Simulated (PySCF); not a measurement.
# Electron correlation in Br+ (bromine, charge +1)

[Ar] 3d10 4s1 4p5, high-spin 3P determinant (an excited configuration). Computed with PySCF 2.14 in dyall-av2z (16s12p8d, 92 functions), with no relativity, point nucleus. Frozen: [Ar] 3d10; 6 electrons correlated; the 34 highest virtual orbitals of each spin left out.

| level | correlation energy (mhartree) |
| --- | --- |
| CCSD | -182.90 |
| (T) | -9.37 |
| CCSD(T) | -192.27 |

Diagnostics: T1 = 0.016, D1 = 0.0315, largest double amplitude 0.215.

A double-excitation amplitude exceeds 0.15, a sign of near-degeneracy.

Cost of the coupled-cluster step: about 6 core-seconds, for 6 correlated electrons.
